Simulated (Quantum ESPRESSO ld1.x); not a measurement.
All-electron atom: the rhenium ion Re2+ in [Xe] 4f14 5d5.

All-electron calculation, scalar-relativistic Kohn-Sham, exchange-only LDA, spin-polarised, spherical densities, point nucleus; open shells are filled with parallel spins first. Program: ld1.x of Quantum ESPRESSO 7.5.

Energy parts (eV):
total: -453726.8
kinetic: 501555.0
electron-nucleus: -1122657.9
Hartree: 175887.3
exchange: -8511.2

Orbitals (lengths in bohr, moments of r in powers of bohr):
orbital,occ.,eigenvalue (eV),<1/r>
1s up,1,-71621.3,88.73
1s down,1,-71621.3,88.73
2s up,1,-12430.8,20.76
2s down,1,-12430.5,20.76
2p up,3,-10853.5,18.75
2p down,3,-10853.3,18.75
3s up,1,-2888.65,7.686
3s down,1,-2888.55,7.686
3p up,3,-2423.68,7.081
3p down,3,-2423.58,7.082
3d up,5,-1895.83,6.688
3d down,5,-1895.66,6.688
4s up,1,-613.841,3.275
4s down,1,-613.610,3.275
4p up,3,-461.289,2.971
4p down,3,-461.053,2.971
4d up,5,-269.950,2.647
4d down,5,-269.653,2.648
4f up,7,-57.5559,2.158
4f down,7,-56.9719,2.169
5s up,1,-101.496,1.290
5s down,1,-99.0625,1.304
5p up,3,-63.5648,1.084
5p down,3,-60.3699,1.102
5d up,5,-21.8534,0.7223
5d down,0,-17.5318,0.7318

The highest occupied level is 5d up at -21.853 eV. The density falls to 0.001 e/bohr^3 at r = 3.71 bohr. Summed over all electrons, <r^2> = 42.54 bohr^2, which gives a Langevin (diamagnetic) susceptibility term of -33.7 x 10^-6 cm^3/mol.

Run on one thread of a shared host, so times are rough (Intel(R) Xeon(R) Processor @ 2.60GHz): 0.92 s of CPU time, 0.96 s wall, 32 iterations on 2117 mesh points.
